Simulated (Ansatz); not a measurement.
`[CH3][Zn][TeH]` + `N=C(S)CO` → `[CH3][Zn][CH2]O` + `N=C(S)[TeH]`  (formal exchange of groups at a Zn–Te bond)

Isolated molecules relaxed with PBE0-D4/def2-TZVP in Ansatz; ΔE leaves out vibrations. CCSD(T)/CBS adds triple-zeta CCSD(T) − MP2 to the extrapolated MP2 energy (def2 sets, frozen cores). Functionals use def2-TZVPP. Elements past krypton have def2 core potentials. For Te, Zn outer-core shells are correlated without core-valence functions, which leaves a few kJ/mol of doubt a bond. Scalar relativity is left out up to krypton. One conformer a species, not always the lowest.

```tsv
level	ΔE (kcal/mol)
ωB97M-V	46.9
HF/def2-QZVPP	55.8
```

(1) What does CCSD(T)/CBS give? (Best estimate.)

Largest T1 diagnostic among the species: 0.013.

## Answers

(1) Computed: +46.4 kcal/mol. The listed levels differ from it by 0.5, 9.4 kcal/mol.

In def2-TZVPP, CCSD(T) changes the Hartree–Fock value by −10.7 kcal/mol (the triples alone add −1.5 kcal/mol) and MP2 by −11.2 kcal/mol. From PBE to PBE0 (25 % exact exchange), in def2-TZVPP and without D4, ΔE moves by +4.5 kcal/mol.
